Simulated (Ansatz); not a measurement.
Reaction (SMILES): F[SiH2]F → 2 F atom + 2 H atom + Si atom
B3LYP-D3(BJ)/def2-TZVP geometries, fixed; electronic energies without zero-point terms.
Largest species:
```xyz
5

Si     0.2322    -0.1423     0.3567
F     -0.9008    -0.9574    -0.4083
F      0.3968     1.2663    -0.3659
H      1.4982    -0.8787     0.2366
H     -0.2130     0.0912     1.7376
```
Charge 0, spin multiplicity 1.

Basis-set convergence of the atomisation energy at CCSD(T) with Ansatz (a quantum-chemistry and plane-wave program). Cartesian d functions, on some or all atoms, in 6-31G*, 6-31+G*, 6-311G**, 6-311+G**; all else is spherical. Cores are frozen. Open shells are unrestricted. No added dispersion term, no relativity. Functions are those of the species that has most. Reference: Hartree-Fock in cc-pV(Q+d)Z plus the correlation part extrapolated as X^-3 from cc-pV(T+d)Z and cc-pV(Q+d)Z, 447.88 kcal/mol, itself unsure by roughly 2.83 kcal/mol (a third of the extrapolation step and of the last Hartree-Fock step). Deviations are taken from unrounded values.

```
basis            functions  atomisation energy (kcal/mol)
---------------  ---------  -----------------------------
6-31G*                  53                         403.32
6-31+G*                 65                         401.94
def2-SVP                56                         407.05
def2-SVPD               86                         412.40
pcseg-1                 56                         404.16
aug-pcseg-1             91                         413.45
cc-pV(D+d)Z             61                         397.36
aug-cc-pV(D+d)Z         96                         412.97
6-311G**                75                         407.70
6-311+G**               87                         407.76
def2-TZVP              111                         429.95
def2-TZVPD             141                         431.09
pcseg-2                122                         440.07
aug-pcseg-2            188                         441.03
cc-pV(T+d)Z            127                         432.54
aug-cc-pV(T+d)Z        193                         436.86
def2-TZVPP             132                         433.91
def2-TZVPPD            162                         434.48
def2-QZVPP             244                         442.44
def2-QZVPPD            274                         442.44
```

What the diffuse functions change, pair by pair:
- 6-31G* to 6-31+G*: 12 more functions, deviation -44.56 to -45.94 kcal/mol
- def2-SVP to def2-SVPD: 30 more functions, deviation -40.83 to -35.48 kcal/mol
- pcseg-1 to aug-pcseg-1: 35 more functions, deviation -43.73 to -34.43 kcal/mol
- cc-pV(D+d)Z to aug-cc-pV(D+d)Z: 35 more functions, deviation -50.52 to -34.91 kcal/mol
- 6-311G** to 6-311+G**: 12 more functions, deviation -40.18 to -40.12 kcal/mol
- def2-TZVP to def2-TZVPD: 30 more functions, deviation -17.93 to -16.79 kcal/mol
- pcseg-2 to aug-pcseg-2: 66 more functions, deviation -7.81 to -6.85 kcal/mol
- cc-pV(T+d)Z to aug-cc-pV(T+d)Z: 66 more functions, deviation -15.34 to -11.02 kcal/mol
- def2-TZVPP to def2-TZVPPD: 30 more functions, deviation -13.97 to -13.41 kcal/mol
- def2-QZVPP to def2-QZVPPD: 30 more functions, deviation -5.44 to -5.44 kcal/mol

They bring the value nearer the reference by more than 2.83 kcal/mol in 4 of 10 pairs.
